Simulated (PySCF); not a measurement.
Atomic charges by several schemes

Compound: C5H3F3S2.
Z-matrix (Å and degrees, PBE0-D3(BJ)/def2-SVP geometry), rows numbered from 1:
```
F 
C   1  1.3278
F   2  1.3303  1  108.45
F   2  1.3283  1  108.51  3   116.06
S   2  1.8178  1  107.75  3  -122.04
C   5  1.7645  2   98.21  1   179.61
C   6  1.4278  5  124.26  2   -85.33
C   7  1.3667  6  111.84  5  -179.22
S   8  1.7204  7  111.83  6     0.25
C   6  1.3748  5  122.83  2    95.79
H   7  1.0899  6  123.53  5     1.14
H   8  1.0893  7  128.14  6  -179.92
H  10  1.0889  6  127.39  5    -1.46
```

Density: PBE0/pcSseg-1 (PySCF); schemes: Mulliken, IAO, Hirshfeld and ESP-fitted. Geometry: PBE0-D3(BJ)/def2-SVP, one conformer, isolated molecule.

Which atoms carry the highest charge in the Mulliken, IAO, Hirshfeld and ESP-fitted schemes?

All schemes agree: Mulliken C2 (+0.701); IAO C2 (+0.705); Hirshfeld C2 (+0.238); ESP-fitted C2 (+0.329).

Which atoms carry the lowest charge in the Mulliken, IAO, Hirshfeld and ESP-fitted schemes?

The schemes don't all agree: Mulliken C6 (-0.376); IAO C8 (-0.317); Hirshfeld F4 (-0.091); ESP-fitted C8 (-0.291).

Tabulate the Mulliken, IAO, Hirshfeld and ESP-fitted charges.

In e:

```
atom                        environment  Mulliken     IAO  Hirshfeld  ESP-fitted
  F1            fluorine of a CF3 group    -0.249  -0.267     -0.086      -0.081
  C2                         CF3 carbon    +0.701  +0.705     +0.238      +0.329
  F3            fluorine of a CF3 group    -0.246  -0.270     -0.089      -0.121
  F4            fluorine of a CF3 group    -0.244  -0.268     -0.091      -0.133
  S5                     sulfide sulfur    +0.115  +0.143     +0.003      -0.170
  C6        substituted aromatic carbon    -0.376  -0.164     -0.056      +0.212
  C7                 aromatic CH carbon    +0.065  -0.172     -0.074      -0.192
  C8  aromatic CH next to a ring sulfur    -0.279  -0.317     -0.078      -0.291
  S9              thiophene-type sulfur    +0.288  +0.380     +0.130      +0.097
 C10  aromatic CH next to a ring sulfur    -0.167  -0.308     -0.079      -0.249
 H11                  aromatic hydrogen    +0.105  +0.174     +0.059      +0.162
 H12                  aromatic hydrogen    +0.149  +0.178     +0.062      +0.240
 H13                  aromatic hydrogen    +0.138  +0.186     +0.062      +0.199
```

Mean size of the charges over all atoms: IAO 0.272 e, Mulliken 0.240 e, ESP-fitted 0.190 e, Hirshfeld 0.085 e. Each set sums to the total charge, 0, to within 0.001 e. The ESP scheme fits charges at the nuclei, held to the total charge, to the electrostatic potential on points at 1.4 to 2.0 times the van der Waals radii.

Sum the charges by element.

| element | atoms | Mulliken | IAO | Hirshfeld | ESP-fitted |
| --- | --- | --- | --- | --- | --- |
| F | 3 | -0.739 | -0.805 | -0.266 | -0.336 |
| C | 5 | -0.056 | -0.256 | -0.049 | -0.191 |
| S | 2 | +0.403 | +0.523 | +0.133 | -0.073 |
| H | 3 | +0.391 | +0.538 | +0.182 | +0.600 |

How closely do the schemes follow one another over all atoms?

Correlation coefficient and root-mean-square difference: IAO with Hirshfeld 0.99, 0.209 e; Mulliken with IAO 0.94, 0.104 e; Mulliken with Hirshfeld 0.93, 0.198 e; Hirshfeld with ESP-fitted 0.77, 0.142 e; IAO with ESP-fitted 0.75, 0.205 e; Mulliken with ESP-fitted 0.57, 0.239 e.
